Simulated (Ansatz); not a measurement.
Species: C₄H₉O, charge 0, multiplicity 2. It need not be the lowest isomer of its formula. 
Coordinates optimised at B3LYP-D3(BJ)/def2-TZVP (Ansatz, a quantum-chemistry and plane-wave program):
SMILES: C([C](C)C)O
```xyz
14

C     -1.6952    -0.8016    -0.3314
C     -0.4756     0.0081    -0.0631
C     -0.4707     1.4530    -0.4183
C      0.8195    -0.7054     0.0899
O      1.7387     0.0865     0.8451
H     -2.6006    -0.2652    -0.0361
H     -1.6756    -1.7579     0.1962
H     -1.8097    -1.0309    -1.4038
H     -0.3892     1.5972    -1.5089
H      0.3693     1.9722     0.0409
H     -1.3992     1.9400    -0.1102
H      0.6523    -1.6753     0.5763
H      1.2530    -0.9198    -0.9066
H      2.6219    -0.2772     0.7284
```
Charge 0, spin multiplicity 2.

Dipole moments at this geometry, in debye (magnitudes).

| level | program | dipole (D) |
|---|---|---|
| PBE/def2-TZVPD | Ansatz | 1.51 |
| BLYP/def2-TZVPD | Ansatz | 1.52 |
| r2SCAN/def2-TZVPD | Ansatz | 1.55 |
| B97M-V/def2-TZVPD | Ansatz | 1.48 |
| B3LYP/def2-TZVPD | Ansatz | 1.60 |
| PBE0/def2-TZVPD | Ansatz | 1.60 |
| BHLYP/def2-TZVPD | Ansatz | 1.68 |
| r2SCANh/def2-TZVPD | Ansatz | 1.58 |
| r2SCAN0/def2-TZVPD | Ansatz | … |
| HSE06/def2-TZVPD | Ansatz | 1.60 |
| wB97M-V/def2-TZVPD | Ansatz | 1.63 |
| wB97X-V/def2-TZVPD | Ansatz | 1.66 |
| CCSD(T)/aug-cc-pVDZ | Ansatz | … |

Fill in the missing entries.


- r2SCAN0/def2-TZVPD, dipole (D): 1.62
- CCSD(T)/aug-cc-pVDZ, dipole (D): 1.61
